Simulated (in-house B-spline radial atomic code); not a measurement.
## RPA and G0W0 on PBE0: Cl²⁺

Configuration [Ne] 3s2 3p3, highest spin, mean-field start PBE0. Computed with a B-spline radial code for spherical atoms: all electrons, non-relativistic, point nucleus, each spin shell either full or empty, empty states to l = 9 with an (l + 1/2)⁻⁴ tail; G0W0 by contour deformation at full frequency.

Command:
```bash
python run_gw.py task.json out
```
Settings (radii: box in bohr, nucleus in fm):
```
Z                        17
electrons                15
configuration            [Ne] 3s2 3p3
hamiltonian              nr
method                   pbe0
lmax                     9
spin_polarised           True
box_radius               17.55
intervals                49
```

Time taken, with all properties: 1.7 s on 1 thread of Intel(R) Xeon(R) Platinum 8488C (Sapphire Rapids) (shared host).

Energies (hartree):

| term | value |
| --- | --- |
| mean-field total | -458.65997 |
| Hartree-Fock functional on these orbitals | -458.22229 |
| direct second order | -0.98632 |
| second-order exchange | 0.36041 |
| SOSEX correction | 0.32706 |

(1) What is the RPA correlation energy, and what remains with SOSEX?

Quasi-particle levels (eV):

```json
{"level": "3p up", "occupied": "yes", "mean field": "-34.95", "Σx - vxc": "-4.62", "Σc": "?", "QP weight": "?", "G0W0": "?"}
{"level": "3s down", "occupied": "yes", "mean field": "-43.65", "Σx - vxc": "-2.83", "Σc": "-2.09", "QP weight": "0.934", "G0W0": "-48.57"}
{"level": "3p down", "occupied": "no", "mean field": "-27.594", "Σx - vxc": "6.33", "Σc": "-2.87", "QP weight": "0.935", "G0W0": "-24.135"}
```

G0W0 = mean field + (Σx - vxc) + Σc, with Σc (partial-wave tail included) taken at the quasi-particle energy. Only the outer levels were computed. Levels of low weight are left out.

(2) Where does G0W0 put 3p up?

## Answers

(1) RPA gives -0.86633 hartree (-1.57 eV per electron); RPA + SOSEX gives -0.53927, and the second-order doubles -0.62591 hartree (no singles). SOSEX takes back 38 % of the RPA value.

(2) At -39.71 eV, with Σc = -0.13 eV and a quasi-particle weight of 0.933. The tabulated removal energy is 39.8 ± 0.11 eV (NIST, semi-empirical); the calculation leaves out relativity, Breit and QED terms, and what these don't explain is the method's own error.
